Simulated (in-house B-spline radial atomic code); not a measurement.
Hg²⁺. Computed with a B-spline radial atomic code. Model: non-relativistic spherical atom: semilocal Troullier-Martins pseudo-atom, one channel per l, against all electrons, high spin, G0W0 and RPA with empty states to l = 8, local potential for every l without a channel, a model core (radius 0 = none) keeps its share of the functional.

Without relativity these are model numbers for so heavy an element.

What the tables leave out is listed at the end.

The pseudopotential gives back the lowest level of each angular momentum of its own functional in the configuration it was made in; a second state of the same l is only approximately right. Exact exchange, RPA and GW see the smooth pseudo-orbitals and miss the exchange with the core, for which the functional's share stands in. The column with an uncorrelated core keeps all orbitals and exact exchange, and so separates missing core correlation from pseudisation. Only the three outermost levels and the lowest empty one were computed. RPA here is direct RPA, with no exchange kernel, and its energies carry an (l + 1/2)⁻⁴ tail. A hybrid on a potential with a model core restores only its own semilocal share of the core's exchange.

Command:
```bash
python run_psgw.py task.json out
```
Settings (lengths in bohr, energies in hartree):
```
Z                      80
electrons              78
configuration          [Xe] 4f14 5d10
generated_in           [Xe] 4f14 5d10
functional             pbe,pbe
core_shells            9
radius_factor          0.8
core_correction        False
```

Cost of the run: 40 s on 1 thread of Arm Neoverse N1 (shared host).

Given: made with PBE; model core radius 0 bohr; local radius 0.764 bohr; mean-field start Hartree-Fock.

Valence shells of the generating configuration: 4f, 5s, 5p, 5d.

Channel: s 0.725, p 0.776, d 0.921, f 0.982 (radii in bohr).

Computed: largest level miss in the spin-unpolarised generating configuration 0.01 eV; valence RPA correlation energy all-electron orbitals -2.0705 hartree; all-electron RPA polarisability, core included 4.6459 bohr³; pseudo-atom RPA polarisability 4.3007 bohr³.

| level | occupied | mean-field all-electron (eV) | mean-field pseudo minus all (eV) | G0W0 all-electron (eV) | G0W0 uncorrelated core minus all (eV) | G0W0 pseudo minus all (eV) | exchange self-energy all-electron (eV) | exchange self-energy pseudo (eV) |
| --- | --- | --- | --- | --- | --- | --- | --- | --- |
| 5d | 1 | -36.538 | -0.696 | -36.852 | -0.048 | -0.048 | -36.671 | -35.396 |

Task: What is the valence RPA correlation energy pseudo?

Result: -2.8713 hartree.

Among the listed levels the largest G0W0 shift of the pseudo-atom is -0.05 eV, for 5d on the Hartree-Fock start, while leaving the core uncorrelated moves that level by -0.05 eV. The rest, +0.00 eV, comes from pseudisation and the lost core exchange. Not in the tables (levels of low weight, unsolved or above zero; the highest and the empty levels are kept at any weight): the PBE start was refused, since an empty level lay at or below an occupied one; the PBE0 start was refused, since an empty level lay at or below an occupied one; on Hartree-Fock the G0W0 levels 5p (pseudo minus all -1.06 eV, weights 0.50 and 0.28), 5s (pseudo minus all +0.13 eV, weights 0.68 and 0.51), 6s (pseudo minus all -30.38 eV, weights 0.37 and 0.98).
